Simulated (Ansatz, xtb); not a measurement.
Relative energy of two isomers of C5H4N2OSe

Structure a is `COc1c[se]c(C#N)n1`, a singlet and structure b is `COc1nc(C#N)c[se]1`, a singlet. Both are isolated molecules in the gas phase, relaxed with r2SCAN-D4/def2-SVP; the shapes shown needn't be the lowest conformers.

a (Å):

```yaml
atoms:
  - { symbol: C, position_ang: [0.1302, -2.5130, 0.2951] }
  - { symbol: C, position_ang: [-0.2992, -0.2036, 0.1348] }
  - { symbol: C, position_ang: [0.0706, 1.1335, 0.0802] }
  - { symbol: C, position_ang: [-2.3758, 0.5687, -0.0381] }
  - { symbol: C, position_ang: [-3.7893, 0.5503, -0.1242] }
  - { symbol: N, position_ang: [-4.9540, 0.5724, -0.1973] }
  - { symbol: N, position_ang: [-1.6216, -0.4980, 0.0703] }
  - { symbol: O, position_ang: [0.6136, -1.1737, 0.2473] }
  - { symbol: Se, position_ang: [-1.4246, 2.2002, -0.0738] }
  - { symbol: H, position_ang: [-0.4248, -2.7663, -0.6215] }
  - { symbol: H, position_ang: [1.0203, -3.1470, 0.3864] }
  - { symbol: H, position_ang: [-0.5342, -2.6633, 1.1602] }
  - { symbol: H, position_ang: [1.0854, 1.5262, 0.1201] }
```

b (Å):

```xyz
13

C    -1.5919   -2.9263   -0.3731
C    -1.6645   -0.7755    0.5251
C    -0.2924    0.9133    0.1159
C     0.8388    1.4902   -0.5407
C    -1.0707    1.6245    1.0021
N    -0.6225   -0.4011   -0.1415
N     1.7582    1.9765   -1.0665
O    -2.2230   -1.9713    0.4927
Se   -2.4424    0.5496    1.6516
H    -2.1774   -3.8470   -0.2737
H    -0.5489   -3.0878   -0.0637
H    -1.6034   -2.5629   -1.4111
H    -0.9372    2.6626    1.3048
```

Energies in hartree; the thermal terms are from GFN2-xTB frequencies at re-optimised GFN2-xTB minima (ideal gas, soft modes damped towards free rotors, one conformer each, 298.15 K, 1 atm) and include the zero-point energy:

|  | a | b |
| --- | --- | --- |
| E, CCSD(T)/def2-SVP | −2776.093405 | −2776.102658 |
| E, MP2/def2-SVP | −2776.013514 | −2776.020144 |
| E, MP2/def2-TZVPP | −2777.039950 | −2777.046045 |
| zero-point energy | 0.081766 | 0.081944 |
| H(298 K) − E | 0.091739 | 0.091987 |
| G(298 K) − E | 0.046535 | 0.046553 |

**Question.** Correct the CCSD(T) difference for the basis set by the MP2 change, then work out ΔE, ΔE₀, ΔH and ΔG for a → b in kcal/mol (1 Eh = 627.51 kcal/mol) and the equilibrium ratio [b]/[a].

**Answer.** 1. Differences b − a: CCSD(T) −0.009253, MP2 in the small set −0.006630, MP2 in the large set −0.006095 Eh.
2. ΔE = −0.009253 + (−0.006095 − (−0.006630)) = −0.008718 Eh = −5.47 kcal/mol.
3. ΔE₀ = ΔE + ΔZPE = −0.008718 + (+0.000178) Eh = −5.36 kcal/mol.
4. ΔH = ΔE + (+0.000248) Eh = −5.32 kcal/mol.
5. ΔG = ΔE + (+0.000018) Eh = −5.46 kcal/mol, so ΔS = (ΔH − ΔG)/T = +2.0 J/(mol K).
6. kT = 0.9442 mEh, so K = [b]/[a] = exp(−ΔG/kT) = exp(+9.21) ≈ 1.0 × 10^4.

Structure b is favoured at this temperature. An error of 1 kcal/mol in ΔG would change K by a factor of 5.4. Mirror images and further conformers aren't counted.

As drawn, both hold the same kinds of bond in the same numbers.

Other levels gave ΔE = −4.9 (GFN2-xTB); −8.4 (HF/STO-3G, GFN2-xTB geometries); −4.1 (r2SCAN-D4/def2-SVP//GFN2-xTB); −4.2 (r2SCAN-D4/def2-SVP); −9.8 (HF/def2-SVP); −4.2 (MP2/def2-SVP); −5.8 (CCSD(T)/def2-SVP) kcal/mol. The correlated steps freeze 17 core orbitals; the filled d shell of Se is correlated, in a basis made for valence electrons. Programs: Ansatz 0.2.0, xtb 6.7.1.
